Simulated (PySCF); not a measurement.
# BiSe₂⁻, singlet: computed properties

Method: PBE0/[Bi def2-TZVPD with ECP60, Se def2-TZVPD], scalar-relativistic core potentials, density fitting, no spin–orbit coupling, PySCF.

The structure is a minimum.

```xyz
3
charge -1 multiplicity 1, angstrom
Bi    0.6046    0.0000    0.0000
Se   -0.7905   -2.0808    0.0000
Se   -0.7905    2.0808    0.0000
```

* Point group: C2v
* Bond lengths: Bi–Se 2.505 Å (×2)
* Bond angles: Se–Bi–Se 112.3°
* Lowest empty level: 1.14 eV
* Heat capacity Cp at 298.15 K: 56.2 J/(mol K)
* Highest occupied level: -1.69 eV
* Dipole moment about the centre of mass: 4.45 D
* Enthalpy at 298.15 K above 0 K: 14.49 kJ/mol
* Entropy at 298.15 K and 1 bar: 332.7 J/(mol K)
* Rotational constants: 0.09563, 0.02436, 0.01941 cm⁻¹
* Rotational symmetry number: 2
* Principal quadrupole moments (Buckingham, traceless) about the centre of mass: -25.04, 8.38, 16.66 D Å
* Principal polarisabilities: 99.9, 131.2, 220.0 bohr³
* Zero-point energy: 3.5 kJ/mol

Harmonic modes (masses in u: Bi 208.980, Se 79.917):
```json
{"symmetry": "a1", "ω (cm⁻¹)": "82", "IR (km/mol)": "1.5", "μ (u)": "92.56", "type": "bend"}
{"symmetry": "a1", "ω (cm⁻¹)": "250", "IR (km/mol)": "5.1", "μ (u)": "91.97", "type": "stretch"}
{"symmetry": "b2", "ω (cm⁻¹)": "251", "IR (km/mol)": "70.3", "μ (u)": "101.59", "type": "stretch"}
```

In C2v the vibrations span 2a1 + b2. Here b1 is antisymmetric to the molecular plane and b2 lies in it.

Charges (e); Mulliken and Löwdin values are unreliable with diffuse functions:
```csv
atom,Mulliken,Löwdin,polar tensor,Mayer order to Bi1
Bi1,0.38,0.07,0.71,–
"Se2,3",-0.69,-0.54,-0.86,1.54
```

Mulliken populations on Bi1 (electrons outside its core potential): s 3.94, p 8.46, d 10.19, f 0.04.

Counting electrons, bismuth keeps 2 of its valence electrons outside its bonds, so the VSEPR class is AX2E1 and the expected shape is bent (C2v), as computed.

Only a few start shapes were tried, so a lower isomer may exist. The lowest empty level of this anion is unbound, so it and the gap depend on the basis. Spin–orbit coupling, left out here, can matter for elements this heavy.

The final relaxation and frequency run took 79 s on 4 threads of a shared Arm Neoverse N1 host, with 170 basis functions and 8 gradients; the process peaked at 1.4 GiB.
